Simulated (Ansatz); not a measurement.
Reaction (atomization): `[F][Ga]([F])[NH][GaH2]` → 2 F• + 2 Ga• + 3 H• + N•

Isolated molecules relaxed with PBE0-D4/def2-TZVP in Ansatz; ΔE leaves out vibrations. CCSD(T)/CBS adds triple-zeta CCSD(T) − MP2 to the extrapolated MP2 energy (def2 sets, frozen cores). This one scheme is used for every species, atoms too. For atomizations the MP2-based limit and the directly extrapolated one differ by several kJ/mol either way, and by 10 to 25 for some Ge, Se and Sn compounds, so smaller differences from it don't rank the levels. Functionals use def2-TZVPP. B3LYP here is the variant with VWN-RPA as its local correlation; programs differ in this. HSE06 is defined as in plane-wave codes. No spin–orbit coupling; open shells (•) take unrestricted orbitals. Spin–orbit coupling would lower the free atoms: a little for F; clearly for Ga. For Ga outer-core shells are correlated without core-valence functions, so the limit isn't a true one: a few kJ/mol of doubt a bond, and 10 to 20 or more in all where bonds break to atoms. Scalar relativity is left out up to krypton. One conformer a species, not always the lowest.

`[F][Ga]([F])[NH][GaH2]`:

```xyz
8

F     0.146    2.610   -1.779
Ga    0.059    1.526   -0.418
F     0.011    2.326    1.126
N     0.021   -0.267   -0.579
Ga   -0.074   -1.551    0.741
H     0.056   -0.593   -1.536
H    -0.092   -3.029    0.241
H    -0.127   -1.021    2.203
```

```csv
level,ΔE (kJ/mol),difference from CCSD(T)/CBS
revPBE-D4,2405.2,-82.4
PBE0-D4,2421.8,-65.8
B3LYP-D4,2425.5,-62.1
ωB97X-V,2484.7,-2.9
ωB97M-V,2449.6,-38.0
B2PLYP,2435.1,-52.5
PBE,2471.9,-15.7
B3LYP,2396.4,-91.2
HSE06,2409.1,-78.5
CAM-B3LYP,2453.7,-33.9
HF/def2-SVP,1680.3,-807.3
CCSD/def2-SVP,2286.8,-200.8
MP2/def2-TZVPP,2517.5,29.9
HF/def2-QZVPP,1686.0,-801.6
MP2/def2-QZVPP,2553.7,66.1
MP2/CBS(def2),2575.0,87.4
CCSD(T)/CBS,2487.6,0
```

Largest T1 diagnostic among the species: 0.014.

In def2-TZVPP, CCSD(T) changes the Hartree–Fock value by +753.6 kJ/mol (the triples alone add +47.5 kJ/mol) and MP2 by +840.9 kJ/mol; breaking electron pairs costs correlation energy, which Hartree–Fock lacks. Leaving LDA and LC-ωPBE aside and taking each functional with its dispersion term where it has one, the values, not all of them listed here, spread over 152.6 kJ/mol, from BHLYP-D4 to PBE-D4. LDA lies +392.0 kJ/mol from PBE without D4, its usual overbinding.
